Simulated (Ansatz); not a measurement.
Cost and result for the atomization energy of CH5F2NOSi, SMILES `N[SiH2]C(O)(F)F` (11 atoms, 10 bonds).

```xyz
11

N     1.108   -0.611    1.469
Si   -0.447   -0.377    0.809
C    -0.445    0.271   -1.011
O     0.173    1.472   -1.112
F    -1.726    0.365   -1.494
F     0.164   -0.631   -1.851
H     1.668   -1.396    1.179
H     1.683    0.182    1.704
H    -1.160   -1.674    0.751
H    -1.178    0.645    1.594
H     0.161    1.754   -2.038
```

Total charge 0; spin multiplicity 1. The structure was optimised at the PBE0-D4/def2-TZVP level. It is one conformer, not always the lowest. Program: Ansatz. All runs use 4 threads of an Arm Neoverse V2 on a shared host. Times are those of one run each, without the atoms' runs, and a repeat can differ threefold. Electronic energies, without spin–orbit coupling; frozen cores. CCSD(T)/CBS adds CCSD(T) − MP2 in def2-TZVPP to the MP2 limit, and its time is that of the two runs behind it. T1 = 0.012. B3LYP takes the VWN-RPA correlation (the form of Gaussian; ORCA's B3LYP/G).

CCSD(T)/CBS is a level of theory with its own doubt, some kJ/mol a heavy atom from the limit and from the frozen cores, so smaller differences don't rank the functionals.

```
                             level  functions  wall time
   PBE-D4/def2-TZVPP (with forces)        267      2.7 s
                PBE0-D4/def2-TZVPP        267      3.3 s
r2SCAN-D4/def2-TZVPP (with forces)        267      5.5 s
 B3LYP-D4/def2-TZVPP (with forces)        267      5.5 s
                 B2PLYP/def2-TZVPP        267      6.5 s
                ωB97X-V/def2-TZVPP        267      8.5 s
  ωB97M-V/def2-TZVPP (with forces)        267       13 s
                    MP2/def2-QZVPP        505       27 s
                CCSD(T)/def2-TZVPP        267    5.4 min
                 CCSD(T)/CBS(def2)          –    5.9 min
```

(1) What atomization energy does each give, and how far from CCSD(T)/CBS? (Best estimate.)

Results:

(1) Ansatz gave: 
| level | atomization (kJ/mol) | difference from CCSD(T)/CBS | per bond |
| --- | --- | --- | --- |
| PBE-D4/def2-TZVPP (with forces) | 4086.3 | 100.5 | 10.1 |
| PBE0-D4/def2-TZVPP | 3965.1 | -20.7 | -2.1 |
| r2SCAN-D4/def2-TZVPP (with forces) | 3982.8 | -3.0 | -0.3 |
| B3LYP-D4/def2-TZVPP (with forces) | 3971.7 | -14.1 | -1.4 |
| B2PLYP/def2-TZVPP | 3930.1 | -55.7 | -5.6 |
| ωB97X-V/def2-TZVPP | 4005.9 | 20.1 | 2.0 |
| ωB97M-V/def2-TZVPP (with forces) | 4002.4 | 16.6 | 1.7 |
| MP2/def2-QZVPP | 4036.0 | 50.2 | 5.0 |
| CCSD(T)/def2-TZVPP | 3855.5 | -130.3 | -13.0 |
| CCSD(T)/CBS(def2) | 3985.8 | 0.0 | 0.0 |

From PBE to PBE0 (25 % exact exchange), in def2-TZVPP and without D4, the atomization energy moves by −117.9 kJ/mol: exact exchange takes away binding that semilocal exchange gives to molecules. In def2-TZVPP, CCSD(T) changes the Hartree–Fock value by +1151.9 kJ/mol (the triples alone add +71.1 kJ/mol) and MP2 by +1254.8 kJ/mol; breaking electron pairs costs correlation energy, which Hartree–Fock lacks. The D4 term adds +33.6 kJ/mol with B3LYP and +17.6 kJ/mol with PBE0; it sums over pairs of atoms, weighted by their polarisabilities, and B3LYP, whose exchange is more repulsive, gets the larger term.
